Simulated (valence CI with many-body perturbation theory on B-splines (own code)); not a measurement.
# Forbidden lines of Bi¹⁹⁺

Computed by configuration interaction combined with many-body perturbation theory (CI+MBPT): four valence electrons over a frozen Dirac-Fock core [Kr] 4d10 4f14, a basis of 11 s, 11 p, 10 d, 8 f, 5 g, 2 h functions for each j, with the one-electron correlation potential Σ1, the two-electron term Σ2, the three-electron term Σ3, Breit, model QED; selected CI, second order for the rest, scaled by the run's own slope (own B-spline code, finite nucleus).

No measured levels were compared; by estimate levels hold to about 250 cm⁻¹ or 0.2 % of their energy and the worst to 1 %, as in measured heavy ions of charge 2 to 7. The list stops below the first excitations out of the core. Only levels of the ground parity were solved; by the run's estimate the other parity begins above the list, which can be wrong where configurations are misplaced.

Lines 1 to 6 of 6 in falling wavelength, among levels below 527320 cm⁻¹, chosen from the decays that carry over 1 % of a level's rate. Wavelengths and rates use the calculated energies, so an error of 1000 cm⁻¹ moves a line at 39.07 nm by 0.39 % and its rate by three times that or more. Electric multipoles are in the length gauge, E1 and E2 with the static RPA response of the core. S is in atomic units (e²a₀⁴ for E2 and M2, e²a₀⁶ for E3), for M1 in squared Bohr magnetons. Weak lines are less certain than strong ones. Lines between different terms over intervals too small for the method are left out, as are lines whose strength nearly cancels.

Levels are named by their leading jj configuration (3d3/2^4 stands for four electrons in 3d with j = 3/2), which in mixed levels can hold well under half, so a name can repeat and another be missing.

```tsv
λ vac (nm)	Upper	Lower	Type	A (s⁻¹)	S (a.u.)
41.19	(5s^2 5p1/2 5p3/2) J=1	(5s^2 5p1/2^2) J=0	M1	1.80e+05	1.40e+00
39.07	(5s^2 5p3/2^2) J=2	(5s^2 5p1/2 5p3/2) J=2	M1	1.55e+05	1.72e+00
39.07	(5s^2 5p3/2^2) J=2	(5s^2 5p1/2 5p3/2) J=2	E2	1.90e+04	7.74e-01
38.54	(5s^2 5p1/2 5p3/2) J=2	(5s^2 5p1/2^2) J=0	E2	1.01e+04	3.84e-01
36.68	(5s^2 5p3/2^2) J=2	(5s^2 5p1/2 5p3/2) J=1	M1	1.65e+05	1.50e+00
36.68	(5s^2 5p3/2^2) J=2	(5s^2 5p1/2 5p3/2) J=1	E2	9.83e+03	2.91e-01
```
